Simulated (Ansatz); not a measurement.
C2H2AlClS at its PBE0-D4/def2-TZVP geometry, where that method's forces vanish. Charge 0, multiplicity 1. The bonds changed during the relaxation, so this is another structure than the one it started from.

```tsv
atom	x (Å)	y (Å)	z (Å)
S1	0.1487	1.0900	-1.5225
C2	-0.1997	-0.0241	-0.0642
C3	-1.3481	-0.6112	0.2238
Al4	1.5701	0.5620	-0.0410
Cl5	3.4954	0.7184	0.6888
H6	-1.4287	-1.2399	1.1045
H7	-2.2376	-0.4951	-0.3894
```

**Question.** For each bond, give half the difference of the two atoms' forces along it (eV/Å; positive pushes the atoms apart) under PBE-D4, r2SCAN-D4, B3LYP-D4, ωB97M-V in def2-TZVPP. (Estimate.)

**Answer.** Computed: 
```csv
bond,length (Å),PBE-D4,r2SCAN-D4,B3LYP-D4,ωB97M-V
S1–C2,1.868,0.21,0.21,0.31,0.13
S1–Al4,2.120,0.30,0.11,0.14,0.01
C2–C3,1.322,0.32,0.18,0.00,-0.09
C2–Al4,1.864,-0.12,-0.11,-0.02,0.07
C3–H6,1.085,0.02,-0.04,-0.07,-0.05
C3–H7,1.087,0.02,-0.09,-0.05,-0.04
Al4–Cl5,2.065,0.09,0.04,0.09,0.02
```

B3LYP here is the variant with VWN-RPA as its local correlation; programs differ in this.
